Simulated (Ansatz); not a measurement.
Li₇H₈. Total charge 0; doublet. Geometry PBE0-D4/def2-TZVPD, that of the charge -1 singlet; atoms count from 1.

| atom | x (Å) | y (Å) | z (Å) |
| --- | --- | --- | --- |
| Li1 | 0.3379 | -0.4756 | -0.1106 |
| Li2 | -1.2630 | -1.3272 | 1.6965 |
| Li3 | 0.2203 | -0.5137 | 3.5344 |
| Li4 | 1.5685 | 0.6908 | 1.8075 |
| Li5 | -1.5647 | -0.6969 | -1.8087 |
| Li6 | -0.3575 | 0.7067 | -3.4894 |
| Li7 | 1.2945 | 1.2832 | -1.7065 |
| H8 | 0.8801 | 1.9736 | -3.2830 |
| H9 | 0.5955 | -0.9354 | 1.6501 |
| H10 | 1.5057 | 1.0861 | 0.0615 |
| H11 | -1.9876 | -0.0083 | -3.3838 |
| H12 | -1.4141 | -1.2218 | 3.4571 |
| H13 | 0.2938 | -0.3150 | -1.9410 |
| H14 | -1.5330 | -1.0478 | -0.0524 |
| H15 | 1.4236 | 0.8014 | 3.5684 |

The structure comes from a short search, and lower isomers may exist.

Q: Estimate the Mulliken populations from the PBE0/def2-TZVPD orbitals of Ansatz.

A: 
```json
{"atom": "Li1", "charge (e)": "1.00", "spin (α − β)": "-0.02"}
{"atom": "Li2", "charge (e)": "0.86", "spin (α − β)": "0.00"}
{"atom": "Li3", "charge (e)": "0.89", "spin (α − β)": "0.00"}
{"atom": "Li4", "charge (e)": "0.86", "spin (α − β)": "0.00"}
{"atom": "Li5", "charge (e)": "0.86", "spin (α − β)": "0.00"}
{"atom": "Li6", "charge (e)": "0.89", "spin (α − β)": "0.00"}
{"atom": "Li7", "charge (e)": "0.86", "spin (α − β)": "0.00"}
{"atom": "H8", "charge (e)": "-0.68", "spin (α − β)": "0.15"}
{"atom": "H9", "charge (e)": "-0.93", "spin (α − β)": "0.13"}
{"atom": "H10", "charge (e)": "-0.82", "spin (α − β)": "0.07"}
{"atom": "H11", "charge (e)": "-0.68", "spin (α − β)": "0.15"}
{"atom": "H12", "charge (e)": "-0.68", "spin (α − β)": "0.15"}
{"atom": "H13", "charge (e)": "-0.93", "spin (α − β)": "0.13"}
{"atom": "H14", "charge (e)": "-0.82", "spin (α − β)": "0.07"}
{"atom": "H15", "charge (e)": "-0.68", "spin (α − β)": "0.15"}
```
Mulliken values and Mayer orders depend strongly on the basis. With diffuse functions, as here, like atoms can get unlike values, and bond orders can come out too low or too high.

Q: Where does the spin sit?

A: Summed by element: Li 0.00, H 1.00, of 1 unpaired in all. Largest on single atoms: H11 0.15, H8 0.15, H15 0.15.
